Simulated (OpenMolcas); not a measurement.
**Multiconfigurational calculation on La+**

Input:

```
&GATEWAY
Coord
1

La 0.0 0.0 0.0
Basis=ANO-RCC-VDZP
Group=XYZ
NoMove
AngMom=0.0 0.0 0.0
AMFI
&SEWARD
&RASSCF
FileOrb=start.orb
Symmetry=2
Spin=3
nActEl=2 0 0
Inactive=15 12
Ras2=1 7
CIRoot=7 7 1
SDav=7
CIMx=300
Iter=120 100
PrWF=0.3
OrbListing=Nothing
MaxOrb=0
Atom
>>> COPY $Project.JobIph JOB001
&RASSCF
FileOrb=start.orb
Symmetry=2
Spin=1
nActEl=2 0 0
Inactive=15 12
Ras2=1 7
CIRoot=7 7 1
SDav=7
CIMx=300
Iter=120 100
PrWF=0.3
OrbListing=Nothing
MaxOrb=0
Atom
CIOnly
>>> COPY $Project.JobIph JOB002
&RASSI
NrOfJobIphs=2 7 7
1 2 3 4 5 6 7
1 2 3 4 5 6 7
IphNames
JOB001
JOB002
EJob
SpinOrbit
DIPRint=1.0
SOCoupling=1000.0
Subsets=2
MEES
Property=10
'ANGMOM' 1 'ANGMOM' 2 'ANGMOM' 3 'MLTPL  1' 1 'MLTPL  1' 2 'MLTPL  1' 3
'AMFI' 1 'AMFI' 2 'AMFI' 3 'MLTPL  2' 6
SOProperty=3
'ANGMOM' 1 'ANGMOM' 2 'ANGMOM' 3
```

A driver script runs the steps one by one and writes start.orb anew before each from the orbitals found so far, so a CI-only block uses the converged orbitals of the first block.

Output, cut to the results:

```
--- SEWARD ---
Basis set label: LA.ANO-RCC...7S6P4D2F1G.

      Electronic valence basis set:
      ------------------
      Associated Effective Charge  57.000000 au
      Associated Actual Charge     57.000000 au
      Nuclear Model: Point charge

      Shell  nPrim  nBasis  Cartesian Spherical Contaminant
         s      24       7        X
         p      21       6        X
         d      15       4                 X
         f       5       2                 X
         g       3       1                 X
                  Relativistic Douglas-Kroll-Hess integrals:
                    - DKH order of Hamiltonian: 2
                    - DKH order of Properties : 0
                  Atomic mean-field integrals
--- RASSCF ---
Wave function specifications:
      -----------------------------

      Number of closed shell electrons          54
      Number of electrons in active shells       2
      Max number of holes in RAS1 space          0
      Max nr of electrons in RAS3 space          0
      Number of inactive orbitals               27
      Number of active orbitals                  8
      Number of secondary orbitals              33
      Spin quantum number                      1.0
      State symmetry                             2
Orbital specifications:
      -----------------------

      Symmetry species                           1   2
                                                ag  au
      Frozen orbitals                            0   0
      Inactive orbitals                         15  12
      Active orbitals                            1   7
      RAS1 orbitals                              0   0
      RAS2 orbitals                              1   7
      RAS3 orbitals                              0   0
      Secondary orbitals                        20  13
      Deleted orbitals                           0   0
      Number of basis functions                 36  32
      Number of CSFs                             7
      Number of root(s) required                 7
      Iter CI   SX   CI       RASSCF       Energy    max ROT     max BLB   max BLB  Level Ln srch  Step   QN
          iter iter root      energy       change     param      element    value   shift minimum  type update
 Nr of preliminary CI iterations:   1
      Total energies have been shifted. Add                -8000.00 au
        1   1    5    0  -485.84269202    0.00E+00  -3.21E-01*  13  26 2  3.12E-02*  0.27   0.00    SX    NO
        2   1    5    0  -485.93666457   -9.40E-02* -6.23E-02   11  24 2 -3.62E-02*  0.26   0.00    SX    NO
        3   1    4    0  -485.94591943   -9.25E-03*  3.18E-02   16  17 1  1.60E-02*  0.26   0.00    SX    NO
        4   1    4    0  -485.94793981   -2.02E-03*  1.97E-02   16  17 1  9.89E-03*  0.26   0.00    SX    NO
        5   1    4    0  -485.94846560   -5.26E-04*  2.03E-02   16  17 1  5.96E-03*  0.27   2.12    LS   YES
        6   1    4    0  -485.94866738   -2.02E-04*  5.47E-03   16  17 1  1.91E-03*  0.27   1.08    QN   YES
        7   1    3    0  -485.94868631   -1.89E-05*  4.32E-03   16  17 1  7.81E-04*  0.27   1.80    LS   YES
        8   1    4    0  -485.94869094   -4.63E-06* -1.11E-03   11  24 1 -2.69E-04*  0.27   1.01    QN   YES
        9   1    3    0  -485.94869197   -1.03E-06*  1.07E-04   10  20 2 -5.01E-05   0.27   1.10    QN   YES
       10   1    3    0  -485.94869198   -1.06E-08*  2.77E-06   10  20 2 -7.05E-06   0.27   1.02    QN   YES
       11   1    2    0  -485.94869198   -1.18E-10  -1.74E-06   10  20 2 -1.82E-06   0.27   1.39    QN   YES
      Convergence after 11 iterations
       12   1    2    0  -485.94869198   -1.82E-11  -1.74E-06   15  17 1  7.62E-08   0.27   1.39    QN   YES
      Natural orbitals and occupation numbers for root  1
      sym 1:   1.000000
      sym 2:  -0.000000   0.000000   0.000000   0.000000  -0.000000   1.000000  -0.000000
      Natural orbitals and occupation numbers for root  2
      sym 1:   1.000000
      sym 2:  -0.000000  -0.000000   0.000000   1.000000   0.000000  -0.000000   0.000000
      Natural orbitals and occupation numbers for root  3
      sym 1:   1.000000
      sym 2:   1.000000   0.000000   0.000000   0.000000   0.000000   0.000000   0.000000
::    RASSCF root number  1 Total energy:  -8485.94869198
::    RASSCF root number  2 Total energy:  -8485.94869198
::    RASSCF root number  3 Total energy:  -8485.94869198
::    RASSCF root number  4 Total energy:  -8485.94869198
...
--- RASSI ---
SPIN-FREE ENERGIES:
  (Shifted by EMIN (a.u.) =      -8485.9486919799)

 SF State       Relative EMIN(au)   Rel lowest level(eV)    D:o, cm**(-1)      L_eff

     1             0.0000000000        0.0000000000              0.0000         3.0
     2             0.0000000000        0.0000000000              0.0000         3.0
     3             0.0000000000        0.0000000000              0.0000         3.0
     4             0.0000000000        0.0000000000              0.0000         3.0
     5             0.0000000000        0.0000000000              0.0000         3.0
     6             0.0000000000        0.0000000000              0.0000         3.0
     7             0.0000000000        0.0000000000              0.0000         3.0
     8             0.0212987094        0.5795674077           4674.5264         3.0
     9             0.0212987094        0.5795674077           4674.5264         3.0
    10             0.0212987094        0.5795674077           4674.5264         3.0
    11             0.0212987094        0.5795674077           4674.5264         3.0
    12             0.0212987094        0.5795674077           4674.5264         3.0
    13             0.0212987094        0.5795674077           4674.5264         3.0
    14             0.0212987094        0.5795674077           4674.5264         3.0
     Dipole printing threshold changed to   1.00000000E+00
Eigenvalues of complex Hamiltonian:
   -----------------------------------
  (Shifted by EMIN (a.u.) =      -8485.9486919799)

 SO State       Relative EMIN(au)   Rel lowest level(eV)    D:o, cm**(-1)     J-value

     1            -0.0000551421        0.0000000000              0.0000         1.7
     2            -0.0000551421        0.0000000000              0.0000         1.7
     3            -0.0000551421        0.0000000000              0.0000         1.4
     4            -0.0000551421        0.0000000000              0.0000         1.6
...
```

The J values that RASSI prints are effective ones from its own formula and need not be integers or half-integers; the table below assigns J from the states.

Levels above the lowest, from the spin-orbit matrix, grouped by J:

```
Configuration  Term  J  E (cm⁻¹)      g  Term weight %
        4f 6s   ³F°  2       0.0  0.666            100
        4f 6s   ³F°  3       9.1  1.084            100
        4f 6s   ³F°  4      21.2  1.251            100
        4f 6s   ¹F°  3      4687  1.000            100
```

Without dynamic correlation excited terms often stand tens of per cent too high (terms of higher spin than the ground term too low), and those without a measured partner can miss by more than the paired ones. Terms from blocks run as CI alone lack orbitals of their own. The free ion's ground configuration, as NIST lists it, lies outside this active space, so the lowest level here need not be the ground level. Levels of configurations outside the active space are missing.

The term weight is that of the spin-free term in the level, not the purity of its configuration. ° marks odd parity.
